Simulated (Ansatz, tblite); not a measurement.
Removing and adding an electron: trans-PdCl2(PF3)2 (P2PdCl2F6). Charge 0, multiplicity 1. Geometry: r2SCAN-D4/def2-SVP. Ansatz, gas phase; energy differences of separate SCF runs; the oxidised species was run as a doublet alone; the reduced species was run as a doublet alone.

```xyz
11

Pd   -0.0003   -0.0023    0.0013
Cl   -0.8018    1.0813    1.8791
P     1.9964    0.2473    0.9907
F     2.1799   -0.4096    2.4080
F     2.4635    1.7180    1.2953
F     3.2919   -0.2968    0.2807
Cl    0.8016   -1.0850   -1.8769
P    -1.9966   -0.2475   -0.9906
F    -2.1777    0.4173   -2.4045
F    -3.2927    0.2935   -0.2792
F    -2.4642   -1.7161   -1.3038
```

In the def2 sets Pd takes a core potential; there is no spin–orbit coupling. The xTB rows come from tblite.

| level | −HOMO (eV) | vertical IE (eV) | −LUMO (eV) | vertical EA (eV) | HOMO–LUMO gap (eV) | IE − EA (eV) | remarks |
| --- | --- | --- | --- | --- | --- | --- | --- |
| GFN2-xTB | 11.04 | 13.62 | 8.79 | 6.41 | 2.24 | 7.21 | – |
| PBE-D4/def2-TZVP | 6.54 | 9.35 | 4.43 | 1.86 | 2.11 | 7.48 | HOMO above zero (-1 doublet) |
| r2SCAN-D4/def2-TZVP | 6.86 | 9.57 | 4.43 | 1.93 | 2.43 | 7.64 | HOMO above zero (-1 doublet) |

Task: Estimate the rows for GFN1-xTB, PBE0-D4/def2-TZVP.

Result: 
```csv
level,−HOMO (eV),vertical IE (eV),−LUMO (eV),vertical EA (eV),HOMO–LUMO gap (eV),IE − EA (eV)
GFN1-xTB,12.75,15.13,10.58,8.10,2.16,7.03
PBE0-D4/def2-TZVP,8.05,9.90,3.67,2.09,4.38,7.81
```

Relaxing the oxidised species (r2SCAN-D4/def2-SVP) changes its energy by -0.29 eV at PBE-D4/def2-TZVP, so the adiabatic ionisation energy to this nearest minimum is 9.06 eV. At PBE0-D4/def2-TZVP it is 9.48 eV.     A HOMO above zero means that the electron is unbound at that level or that self-interaction error raises the level; the energy of removing that electron tells which. Raw xTB energy differences between charge states are shifted by several eV; the methods need an empirical correction for them. Sets without diffuse functions give affinities that are too small.
